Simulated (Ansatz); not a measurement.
Relaxation of F5H2OW (9 atoms, charge 0, multiplicity 2), to a largest force component of 0.03 eV/Å in at most 50 steps.

These are results of Ansatz, UKS PBE/def2-SVP, not measurements.

```xyz
9
Properties=species:S:1:pos:R:3
W 0.104 0.027 -0.342
F -0.588 0.316 2.613
F 1.544 0.162 0.805
F 0.144 1.911 -0.652
H -1.427 0.179 0.352
F 0.030 -1.863 -0.054
F -0.178 -0.244 -2.143
O 0.281 -0.290 3.445
H -0.294 -0.999 3.823
```

Task: Where does it end, and by what steps?

Result: The forces met the threshold. After 40 steps the energy has fallen by 6.219 eV; F7 moved furthest, 2.09 Å. Parted: W1–H5 (1.69 → 2.70 Å), F2–O8 (1.35 → 2.63 Å). Joined: W1–F2 (3.05 → 1.89 Å), W1–O8 (3.80 → 2.24 Å), H5–O8 (3.56 → 0.98 Å).

| step | energy less start (eV) | largest force component (eV/Å) | accepted |
| --- | --- | --- | --- |
| 0 | 0.0000 | 2.249 | yes |
| 2 | -0.1799 | 0.377 | yes |
| 4 | -0.2033 | 0.562 | yes |
| 6 | -0.6611 | 2.517 | yes |
| 8 | -1.7166 | 4.121 | yes |
| 10 | -2.1647 | 1.171 | yes |
| 12 | -2.2851 | 0.345 | yes |
| 14 | -2.3940 | 0.896 | yes |
| 16 | -2.5072 | 0.679 | yes |
| 18 | -2.7007 | 0.460 | yes |
| 20 | -2.9348 | 0.431 | yes |
| 22 | -3.3782 | 2.868 | yes |
| 24 | -3.9885 | 2.105 | yes |
| 26 | -4.6612 | 2.550 | yes |
| 28 | -5.7662 | 1.528 | yes |
| 30 | -6.1229 | 0.979 | yes |
| 32 | -6.1534 | 0.984 | no |
| 34 | -6.2063 | 0.089 | yes |
| 36 | -6.2157 | 0.121 | yes |
| 38 | -6.2185 | 0.033 | yes |
| 40 | -6.2191 | 0.016 | yes |

```xyz
9
Properties=species:S:1:pos:R:3
W 0.343 0.237 0.353
F -0.606 1.544 1.324
F 2.017 0.530 1.208
F 0.825 1.446 -0.990
H -1.351 -1.385 1.683
F 1.014 -1.437 -0.137
F -1.338 -0.306 -0.405
O -0.517 -0.987 2.018
H -0.772 -0.444 2.793
```

Whether the end is a true minimum wasn't checked by a vibrational analysis.

Run time: 3 min on 4 threads of Arm Neoverse V1 (shared host), peak memory 0.34 GiB.
